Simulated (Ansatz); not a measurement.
`C[N](C)[W]([CH3])(=[S])=[S]` and `[CH3][W]([NH2])(=[S])=[S]` differ in one atom or group.

Ansatz, PBE0-D4/def2-TZVP geometries, multiplicity 1. Each molecule was computed in one conformer, which needn't be the lowest.

Elements past krypton have def2 core potentials.

```json
{"property": "HOMO energy (PBE0/def2-TZVPP) / eV", "`C[N](C)[W]([CH3])(=[S])=[S]`": "-6.93"}
{"property": "LUMO energy (ωB97M-V/def2-TZVPP) / eV", "`C[N](C)[W]([CH3])(=[S])=[S]`": "-0.28"}
{"property": "size of the dipole moment (B3LYP/def2-TZVPP) / D", "`C[N](C)[W]([CH3])(=[S])=[S]`": "4.83"}
{"property": "size of the dipole moment (ωB97M-V/def2-TZVPP) / D", "`C[N](C)[W]([CH3])(=[S])=[S]`": "4.78"}
{"property": "size of the dipole moment (PBE/def2-TZVPP) / D", "`C[N](C)[W]([CH3])(=[S])=[S]`": "4.82"}
{"property": "HOMO–LUMO gap (PBE0/def2-TZVPP) / eV", "`C[N](C)[W]([CH3])(=[S])=[S]`": "4.67"}
```

**Question.** Give the same properties after the change, and the shifts. (Estimate.)

**Answer.** Computed: 
| property | `[CH3][W]([NH2])(=[S])=[S]` | shift |
| --- | --- | --- |
| HOMO energy (PBE0/def2-TZVPP) / eV | -7.10 | -0.17 |
| LUMO energy (ωB97M-V/def2-TZVPP) / eV | -0.41 | -0.13 |
| size of the dipole moment (B3LYP/def2-TZVPP) / D | 3.85 | -0.98 |
| size of the dipole moment (ωB97M-V/def2-TZVPP) / D | 3.86 | -0.92 |
| size of the dipole moment (PBE/def2-TZVPP) / D | 3.84 | -0.98 |
| HOMO–LUMO gap (PBE0/def2-TZVPP) / eV | 4.70 | 0.03 |

The zero-point energy changes by -148.7 kJ/mol with -18 modes. Dipoles are sizes alone; their direction can turn.

B3LYP here is the variant with VWN-RPA as its local correlation; programs differ in this.
